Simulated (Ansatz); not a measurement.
The first iterations of a band of H3N + H7NOSi2 (15 atoms, charge 0, multiplicity 1).

Theory: RKS B3LYP-D4/def2-SVP in Ansatz.

```
movable images  : 7
climbing image  : yes
spring          : 5.0 eV/Å²
optimiser       : quadratic models (default)
start path      : through a guess of the saddle point
force threshold : 0.05 eV/Å
iteration limit : 60
end points      : relaxed
```

First end point:

```xyz
15
Properties=species:S:1:pos:R:3
Si -0.351 0.142 0.109
O -0.488 -0.227 1.738
Si -1.492 -0.194 3.062
H -2.392 -1.387 3.060
H -0.658 -0.211 4.296
H -2.333 1.042 3.046
H 1.087 0.425 -0.119
H -1.219 1.321 -0.162
N -0.840 -1.107 -0.969
H -1.820 -1.283 -1.168
H -0.286 -1.953 -1.053
N 1.466 -2.738 1.163
H 0.722 -3.266 0.706
H 2.050 -2.343 0.424
H 1.017 -1.954 1.637
```

Last end point:

```xyz
15
Properties=species:S:1:pos:R:3
Si 0.680 -0.909 -0.786
O -0.964 -0.134 2.068
Si -1.714 -0.635 3.460
H -2.089 -2.087 3.418
H -0.856 -0.436 4.673
H -2.953 0.177 3.616
H 1.173 -1.723 -1.940
H 1.371 0.418 -0.830
N -1.035 -0.963 -0.837
H -1.550 -0.502 -0.088
H -1.547 -1.004 -1.711
N 1.117 -1.517 0.816
H 0.925 -2.502 0.993
H 2.056 -1.294 1.146
H -0.151 -0.622 1.775
```

| iteration | highest image above the first end (eV) | largest band force component (eV/Å) |
| --- | --- | --- |
| 1 | 5.128 | 21.937 |
| 2 | 2.841 | 3.160 |
| 3 | 2.273 | 1.898 |
| 4 | 1.817 | 1.361 |
| 5 | 1.460 | 1.353 |
| 6 | 1.258 | 0.556 |
| 7 | 1.017 | 0.990 |
| 8 | 0.913 | 0.578 |
| 9 | 0.822 | 0.508 |
| 10 | 0.747 | 0.639 |
| 11 | 0.713 | 0.424 |
| 12 | 0.768 | 0.435 |

**Question.** Does the band converge within its limit, and where does its top end?

**Answer.** The run converged. It ended after 36 iterations with the highest image 0.988 eV above the first end. A structure lower than the last end lies on the path between it and the top, so the climb from that side starts below the end, which may itself be a saddle point or a shallow side well. A vibrational analysis at the climbing image gives one clearly imaginary mode, 588i cm⁻¹: a first-order saddle point. The orbitals stay closed-shell, which can raise the energy where a bond breaks towards radicals; this wasn't checked here.

Run time: 8.3 min on 4 threads of Arm Neoverse V1 (shared host), peak memory 0.33 GiB.
